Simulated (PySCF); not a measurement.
[Eu(H2O)4]3+ at several levels of theory

Computed with PySCF 2.14.0 (density fitting, no spin-orbit coupling) at the geometry relaxed with PBE0:

```xyz
13
[Eu(H2O)4]3+ (singlet in the valence; each metal's 4f electrons, 6 of them, lie in its core potential, out of spins and levels)
Eu    0.0000    0.0000    0.0000
O     1.3856    1.3474    1.2831
H     2.1862    1.0884    1.7925
H     1.3203    2.3162    1.4420
O    -1.3856   -1.2831    1.3474
H    -1.3203   -1.4420    2.3162
H    -2.1862   -1.7925    1.0884
O     1.3856   -1.3474   -1.2831
H     1.3203   -2.3162   -1.4420
H     2.1862   -1.0884   -1.7925
O    -1.3856    1.2831   -1.3474
H    -2.1862    1.7925   -1.0884
H    -1.3203    1.4420   -2.3162
```

| level | basis | state | HOMO (eV) | gap (eV) | charge on Eu1 (e) | population of f-type functions on Eu1 (polarisation alone where 4f lies in the core) | dipole about the centre of mass (D) | largest force component (eV/Å) |
| --- | --- | --- | --- | --- | --- | --- | --- | --- |
| PBE0 | Eu lcecp-1-SVP with ECP52, O def2-SVP, H def2-SVP | singlet | -24.21 | 8.98 | 1.78 | 0.06 | 0.00 | 0.01 |
| BLYP | the same | singlet | -22.20 | 6.16 | 1.59 | 0.06 | 0.00 | 0.57 |
| PBE | the same | singlet | -22.32 | 6.17 | 1.60 | 0.06 | 0.00 | 0.47 |
| BP86 | the same | singlet | -22.43 | 6.19 | 1.62 | 0.06 | 0.00 | 0.53 |
| PBE0 | Eu lcecp-1-TZVP with ECP52, O def2-TZVP, H def2-TZVP | singlet | -24.22 | 9.07 | 2.10 | 0.08 | 0.00 | 0.25 |

In the lcecp rows the 4f levels are missing from HOMO and gap, and the state counts the valence alone.

Charges are Mulliken's, which hang on the basis. The relaxation used the grid (50, 194), these runs (75, 302) or, all-electron (x2c bases, spin-free X2C Hamiltonian), (99, 590).

Problem. What does wB97X with Eu lcecp-1-SVP with ECP52, O def2-SVP, H def2-SVP give here?

Solution. state singlet, HOMO (eV) -26.79, gap (eV) 13.83, charge on Eu1 (e) 1.79, population of f-type functions on Eu1 (polarisation alone where 4f lies in the core) 0.06, dipole about the centre of mass (D) 0.00, largest force component (eV/Å) 0.05. Time: 10 s on 2 threads of Arm Neoverse V2, with other jobs on the host, from an already converged density.

In the first row's basis the gap widens with exact exchange: 6.2 eV for BLYP, PBE, BP86 (none); 9.0 eV for PBE0 (a fixed share); 13.8 eV for wB97X (rising or full at long range).

An lcecp potential fixes the number of 4f electrons, so in runs with it no electron can move into or out of that shell.
